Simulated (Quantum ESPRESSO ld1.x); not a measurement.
Values are calculated unless marked as measured or tabulated.
Cr10+, 14 electrons, occupied as [Ne] 3s2 3p2. Level of theory: Dirac Kohn-Sham, revPBE, spin-unpolarised, spherical densities, point nucleus; open shells fill j = l - 1/2 first (ld1.x of Quantum ESPRESSO 7.5).

Spin-orbit splittings of the eigenvalues, e(l+1/2) - e(l-1/2), with zeta = 2 splitting/(2l+1) and mean radii in bohr:

shell  occ.  splitting (eV)  zeta (eV)  <r> j=l-1/2  <r> j=l+1/2
2p        6               ?          ?       0.2556       0.2584
3p        2           1.557      1.038       0.7903       0.7951

Estimate the 2p splitting.

Answer. 8.775 eV (zeta = 5.850 eV).
